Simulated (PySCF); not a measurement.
Species: C7H9FS.
Atom-mapped SMILES: `[CH2:1]=[CH:2][CH2:3][C:4]1=[C:5]([F:6])[CH2:7][CH2:8][S:9]1`

Structure used (GFN2-xTB), in Å, numbered top down from 1:
```xyz
18
C7H9FS angstrom
C      3.1555    0.5350   -0.4766
C      2.2754   -0.2809    0.0689
C      1.1348   -0.9072   -0.6806
C     -0.1674   -0.4614   -0.1023
C     -1.0632    0.3571   -0.6430
F     -0.9221    0.8992   -1.8728
C     -2.2832    0.7265    0.1432
C     -2.3086   -0.1992    1.3574
S     -0.6523   -0.9838    1.5113
H      3.1134    0.7972   -1.5213
H      3.9582    0.9710    0.0931
H      2.3180   -0.5313    1.1206
H      1.2059   -1.9960   -0.5990
H      1.1696   -0.6230   -1.7340
H     -2.2175    1.7778    0.4418
H     -3.1834    0.6094   -0.4642
H     -3.0277   -1.0095    1.2381
H     -2.5140    0.3253    2.2878
```

NICS = −σ at a ghost point: NICS(0) at the centroid of the ring atoms, NICS(1) 1 Å to either side along the normal of their mean plane, zz for the tensor component along that normal. Level: GIAO PBE0/pcSseg-1 (PySCF, non-relativistic, gas phase) on the GFN2-xTB geometry, one conformer.

Ring bond lengths (Å), with Mayer bond orders in brackets: C4–C5 1.328 (1.72), C5–C7 1.498 (1.06), C7–C8 1.527 (1.01), C8–S9 1.839 (0.97), S9–C4 1.764 (1.00).

Problem. Give the NICS values of each ring in ppm.

Solution. 
```
          ring                                                     type  NICS(0)  NICS(1), two faces  NICS(1)zz, two faces  rms pucker (Å)  centre to ring atoms, mean (Å)
C4–C5–C7–C8–S9  5-membered ring with S; formal bonds 1 double, 4 single     -6.4         -2.4 / -2.3             0.8 / 1.7            0.07                            1.35
```

Problem. What can be read from them?

Solution. 
- C4–C5–C7–C8–S9: mean NICS(1)zz 1.2 ppm, near zero. C7, C8 have four or more neighbours, and the NICS criterion for π rings isn't applied.

Problem. List the ring angles and the Hirshfeld charges of the ring atoms.

Solution. 
- C4–C5–C7–C8–S9: C4 111.7° (-0.042 e), C5 119.2° (+0.060 e), C7 106.3° (-0.074 e), C8 108.1° (-0.061 e), S9 92.6° (+0.003 e); sum 537.8° against 540° for a flat convex ring.
